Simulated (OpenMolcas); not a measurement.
# Mo2+ in a point-charge field

Mo2+ among 6 point charges of -0.85 e arranged as an octahedron (Oh), 2.04 Å from the ion.
```
   2.0400    0.0000    0.0000  -0.85
   0.0000    2.0400    0.0000  -0.85
  -2.0400    0.0000    0.0000  -0.85
   0.0000   -2.0400    0.0000  -0.85
   0.0000    0.0000    2.0400  -0.85
   0.0000    0.0000   -2.0400  -0.85
```

```yaml
Program: OpenMolcas 26.06
Method: CASSCF
Basis: ANO-RCC-VTZP [7s6p4d2f1g]
Scalar_Hamiltonian: DKH2, point nucleus
Active_space: 4 electrons in 5 orbitals (4d)
State_averaging: 2S+1 = 5 even, 5 roots; 2S+1 = 3 even, 45 roots; 2S+1 = 1 even, 50 roots
Spin-orbit_coupling: RASSI with atomic mean-field integrals over the reference wave functions
```

The lowest spin-free states (labels of O, the rotations of Oh), above the lowest:

| State | Degeneracy | E (cm-1) | Free-ion L (%) |
| --- | --- | --- | --- |
| 5E | 2 | 0.0 | D (100) |
| 5T2 | 3 | 6936 | D (100) |
| 3T1 | 3 | 9915 | H (49) |
| 3E | 2 | 15410 | H (93) |
| 3T1 | 3 | 15803 | H (44) |
| 3T2 | 3 | 16362 | F (51) |
| 1T2 | 3 | 17543 | G (51) |
| 3A2 | 1 | 17835 | F (100) |
| 1E | 2 | 18181 | I (75) |
| 3A1 | 1 | 18181 | G (100) |
| 3E | 2 | 20969 | G (72) |
| 3T1 | 3 | 21736 | H (62) |
| 1A1 | 1 | 21794 | G (41) |
| 1A2 | 1 | 22881 | I (97) |
| 3T2 | 3 | 23006 | H (48) |
| 1T2 | 3 | 23037 | I (61) |
| 3T1 | 3 | 24034 | F (34) |
| 1T1 | 3 | 24302 | I (49) |
| 1E | 2 | 27277 | D (54) |
| 3E | 2 | 27285 | D (73) |

The lowest levels with spin-orbit coupling:

| E (cm-1) | Degeneracy | Label | 2S+1 |
| --- | --- | --- | --- |
| 0.0 | 1 | A1 | 5 |
| 69.1 | 3 | T1 | 5 |
| 135.1 | 2 | E | 5 |
| 181.8 | 3 | T2 | 5 |
| 229.5 | 1 | A2 | 5 |
| 6809 | 3 | T2 | 5 |
| 6824 | 3 | T1 | 5 |
| 6841 | 1 | A1 | 5 |
| 7294 | 3 | T1 | 5 |
| 7303 | 2 | E | 5 |
| 7587 | 3 | T2 | 5 |
| 9569 | 1 | A1 | 3 |
| 9928 | 3 | T1 | 3 |
| 10242 | 3 | T2 | 3 |
| 10297 | 2 | E | 3 |
| 15326 | 1 | A1 | 3 |
| 15421 | 3 | T2 | 3 |
| 15557 | 3 | T1 | 3 |
| 15675 | 3 | T1 | 3 |
| 16020 | 2 | E | 3 (88 %) |

Powder χT (cm3 K/mol): 0.0966 at 2 K, 0.483 at 10 K, 1.87 at 50 K, 2.36 at 100 K, 2.59 at 200 K, 2.67 at 300 K. The effective moment at 300 K is 2.828 √(χT) = 4.62 μB.

The lowest level has 2S+1 = 5, for which the spin-only value is χT = S(S+1) / 2 = 3.000 cm3 K/mol (g = 2). The computed 2.666 at 300 K differs by -0.334, through orbital momentum, spin-orbit coupling and any other state in reach.

An orbital doublet at a regular site is open to a Jahn-Teller distortion, which this geometry leaves out. Without dynamic correlation the repulsion within the d shell is too large (B by tens of per cent), so at a given field states of lower spin stand too high. Point charges give a weaker field than real ligands, and real ions of this kind are as a rule low spin; the high spin found here belongs to the model. Point charges carry no covalency, so the field is a model and not that of real ligands. No measured value stands beside these numbers.
